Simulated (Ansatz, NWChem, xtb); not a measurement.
## Ligand exchange: NaF + SnH3(SH) → NaSH + SnH3F

Gas-phase species: NaF, singlet; SnH3(SH), singlet; NaSH `[Na][SH]`, singlet; SnH3F `[F][SnH3]`, singlet. The partners trade F for SH: Na–F and Sn–SH bonds give way to Na–SH and Sn–F.

Shapes, held fixed at every level: PBE0-D4/def2-TZVP. Programs: Ansatz 0.2.0, NWChem 7.3.0, xtb 6.7.1. The zero-point and thermal change to 298 K, harmonic and unscaled (PBE0-D4/def2-TZVP), is -1.9 kJ/mol.

| level | kind | ΔH(298 K) (kJ/mol) | less CCSD(T)/def2-TZVPP |
| --- | --- | --- | --- |
| GFN2-xTB | semi-empirical | +77.8 | +72.3 |
| HF/def2-SVP | Hartree–Fock | -9.2 | -14.7 |
| PBE0/def2-SVP | global hybrid | +3.2 | -2.3 |
| B3LYP-D4/def2-TZVPP | global hybrid | +5.8 | +0.3 |
| wB97X-V/def2-TZVPP | range-separated hybrid | +4.5 | -1.0 |
| MP2/def2-SVP | perturbation theory | +7.8 | +2.3 |
| MP2/def2-TZVPP | perturbation theory | +12.6 | +7.1 |
| CCSD(T)/def2-TZVPP | coupled cluster or CI | +5.5 | 0.0 |

The highest level, CCSD(T)/def2-TZVPP, gives ΔH(298 K) = +5.5 kJ/mol; the levels span -9.2 to +77.8. They disagree on the sign: 7 of 8 are positive. GFN2-xTB strays far from the other rows. The column of differences is taken from that level and isn't an error. No measured value is set beside it here. For atoms past krypton def2 sets carry core potentials with scalar relativity. Outer-core shells of Na, Sn are correlated, in sets that cover them unevenly. Sets without diffuse functions underbind ionic bonds of s-block metals.
